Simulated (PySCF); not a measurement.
# Si3H7OF

The system: Si3H7OF, a small molecule; neutral, singlet. The structure, one conformer, was relaxed in the gas phase by PBE0-D3(BJ)/def2-SVP. No frequency run checks that it is a minimum.

SMILES: O[Si](F)([SiH3])[SiH3]

Coordinates in Å:
```
Si1     0.296   -0.525    0.356
Si2    -1.603    0.708    0.988
Si3     1.544    0.372   -1.409
O4     -0.106   -2.071   -0.097
F5      1.244   -0.586    1.689
H6     -2.294    0.029    2.129
H7     -1.220    2.092    1.403
H8     -2.553    0.793   -0.164
H9      2.028    1.733   -1.025
H10     0.669    0.500   -2.615
H11     2.714   -0.500   -1.729
H12    -0.681   -2.574    0.489
```

Shieldings: GIAO PBE0/pcSseg-2. Shifts are against computed references at the same level: H TMS (σ 31.24 ppm), Si TMS (σ 341.3 ppm). Core levels by delta-SCF with SCAN, pcX-2 on the ionised atom and pcseg-1 elsewhere, spin-free X2C (2p3/2 is the spin-free 2p value less a third of a first-order spin-orbit splitting); from the vacuum level, for chosen atoms.

**Question.** Give the NMR and core-level values of the distinct atoms.

**Answer.** 
```csv
atoms,bonded to,σ (ppm),δ (ppm),core level (eV)
Si1,1 F + 1 O + 2 Si,313.4,27.9,2p3/2 107.83
Si2,1 Si + 3 H,457.0,-115.7,2p3/2 106.68
Si3,1 Si + 3 H,454.9,-113.6,2p3/2 106.66
O4,1 Si + 1 H,245.2,-,1s 538.79
F5,1 Si,309.5,-,1s 691.92
H6 H7 H8,1 Si,27.79,3.45,-
H9 H10 H11,1 Si,27.73,3.51,-
H12,1 O,28.67,2.57,-
```

Values are those of this one static structure, with the three H of a rotating XH3 group averaged; atoms that internal rotation interchanges would show their mean in an NMR spectrum.

**Question.** Which of Si1, Si2, Si3 holds its core electrons tightest, and by how much against the loosest?

**Answer.** Si1 (bonded to 1 F + 1 O + 2 Si), by 1.17 eV over Si3 (bonded to 1 Si + 3 H).

**Question.** By CAM-B3LYP/def2-SVPD (TDDFT singlets, Tamm-Dancoff triplets, ionisation by delta-SCF), where does absorption start, and what does vertical ionisation take?

**Answer.** The lowest singlet lies at 5.93 eV (f 0.081), the strongest of the first 6 at 7.52 eV (f 0.557), the lowest triplet at 5.17 eV; vertical ionisation takes 9.70 eV.

The 3 runs behind this took 100 s in all, one thread each of Arm Neoverse V2 on a shared host, launched as `OMP_NUM_THREADS=1 python cluster_run.py task.json out`.
